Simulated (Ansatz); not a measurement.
Ansatz (a first-principles code) input (SVWN5/def2-TZVP):

Ansatz 0.2 input:
```yaml
crystal:
  periodic: [false, false, false]
  atoms:
    - {symbol: Ge, position_ang: [0.00178174, -0.00229427, 0.34278814]}
    - {symbol: F, position_ang: [0.71184924, 1.29400621, -0.60448421]}
    - {symbol: F, position_ang: [-0.71818432, -1.28584881, -0.61431806]}
basis:
  gaussian:
    orbitals: def2-TZVP
hamiltonian:
  xc: {name: SVWN5}
magnetization: {spin_polarized: true, initial_magnetization: 2}
relax: {f_tol: 0.003, max_steps: 100}
```

Output:

```
Functional definition: SVWN5
integrals: 0.03 GiB planned
670 factors; their error is unknown
mean field: 0.30 GiB planned
mean field evaluation 1: about -61829.7390 eV, gradient 3.6e1 eV
mean field evaluation 2: about -61797.8633 eV, gradient 1.1e2 eV
mean field evaluation 4: about -61833.0975 eV, gradient 4.4e0 eV
mean field evaluation 8: about -61833.1430 eV, gradient 3.9e-2 eV
mean field evaluation 16: about -61833.1303 eV, gradient 4.6e-5 eV
mean field -61833.13026424 eV, -2272.3256252100 hartree, gradient 4.6e-5 eV, S^2 2.001175; 0 other end points of the search recorded, 0 dependent functions left out
the calculation of the forces begins
reference -61833.13028555 eV, -2272.3256259930 hartree; 26, 24 occupied and 84, 86 virtual orbitals, 670 factors
relax step   1: F+E_penalty+E_count = -61833.13026424 eV  Δ(F+E_penalty+E_count) = +0.000e0 eV  max|allowed force component| = 4.566e-1 eV/Å  Δτ_max = 0.0000 Å  (29 SCF iters, accepted)
these checks for a lower state are left out or cut short: starts, cluster_reference, orbital_swaps, neighbouring_geometries, increment
integrals: 0.03 GiB planned
670 factors; their error is unknown
mean field: 0.30 GiB planned
mean field -61833.13533188 eV, -2272.3258114422 hartree, gradient 1.6e-5 eV, S^2 2.001161; 0 other end points of the search recorded, 0 dependent functions left out
the calculation of the forces begins
reference -61833.13535324 eV, -2272.3258122271 hartree; 26, 24 occupied and 84, 86 virtual orbitals, 670 factors
relax step   2: F+E_penalty+E_count = -61833.13533188 eV  Δ(F+E_penalty+E_count) = -5.068e-3 eV  max|allowed force component| = 2.424e-1 eV/Å  Δτ_max = 0.0059 Å  (31 SCF iters, accepted)
these checks for a lower state are left out or cut short: starts, cluster_reference, orbital_swaps, neighbouring_geometries, increment
integrals: 0.03 GiB planned
670 factors; their error is unknown
mean field: 0.30 GiB planned
mean field evaluation 32: about -61833.1373 eV, gradient 7.6e-6 eV
mean field -61833.13732054 eV, -2272.3258845241 hartree, gradient 7.5e-6 eV, S^2 2.001145; 0 other end points of the search recorded, 0 dependent functions left out
the calculation of the forces begins
reference -61833.13734196 eV, -2272.3258853111 hartree; 26, 24 occupied and 84, 86 virtual orbitals, 670 factors
relax step   3: F+E_penalty+E_count = -61833.13732054 eV  Δ(F+E_penalty+E_count) = -1.989e-3 eV  max|allowed force component| = 1.255e-2 eV/Å  Δτ_max = 0.0074 Å  (32 SCF iters, accepted)
these checks for a lower state are left out or cut short: starts, cluster_reference, orbital_swaps, neighbouring_geometries, increment
integrals: 0.03 GiB planned
670 factors; their error is unknown
mean field: 0.30 GiB planned
mean field -61833.13732566 eV, -2272.3258847120 hartree, gradient 4.3e-5 eV, S^2 2.001144; 0 other end points of the search recorded, 0 dependent functions left out
the calculation of the forces begins
reference -61833.13734707 eV, -2272.3258854990 hartree; 26, 24 occupied and 84, 86 virtual orbitals, 670 factors
relax step   4: F+E_penalty+E_count = -61833.13732566 eV  Δ(F+E_penalty+E_count) = -5.114e-6 eV  max|allowed force component| = 6.032e-3 eV/Å  Δτ_max = 0.0008 Å  (22 SCF iters, accepted)
these checks for a lower state are left out or cut short: starts, cluster_reference, orbital_swaps, neighbouring_geometries, increment
integrals: 0.03 GiB planned
670 factors; their error is unknown
mean field: 0.30 GiB planned
mean field -61833.13732669 eV, -2272.3258847502 hartree, gradient 2.7e-5 eV, S^2 2.001145; 0 other end points of the search recorded, 0 dependent functions left out
the calculation of the forces begins
reference -61833.13734811 eV, -2272.3258855372 hartree; 26, 24 occupied and 84, 86 virtual orbitals, 670 factors
relax step   5: F+E_penalty+E_count = -61833.13732669 eV  Δ(F+E_penalty+E_count) = -1.039e-6 eV  max|allowed force component| = 1.156e-4 eV/Å  Δτ_max = 0.0002 Å  (21 SCF iters, accepted)
integrals: 0.03 GiB planned
670 factors; their error is unknown
mean field: 0.30 GiB planned
mean field -61833.13732669 eV, -2272.3258847502 hartree, gradient 2.7e-5 eV, S^2 2.001145; 1 other end points of the search recorded, 0 dependent functions left out
the calculation of the forces begins
reference -61833.13734811 eV, -2272.3258855372 hartree; 26, 24 occupied and 84, 86 virtual orbitals, 670 factors
Total energy: -61833.13734811 eV, -2272.3258855372 hartree
Atom 0 at     0.001745    -0.002247     0.335667 Å, force     0.000001    -0.000001     0.000116 eV/Å
Atom 1 at     0.705433     1.282374    -0.600968 Å, force     0.000048     0.000087    -0.000057 eV/Å
Atom 2 at    -0.711731    -1.274265    -0.610713 Å, force    -0.000048    -0.000086    -0.000058 eV/Å
Dipole moment:     0.001751    -0.002255     0.336893 e Å
```

This is an excited triplet: at this geometry the singlet lies 3.30 eV lower at RI-MP2/CBS(aug-cc-pVTZ,aug-cc-pVQZ)+[CCSD(T)-MP2]/aug-cc-pVTZ.
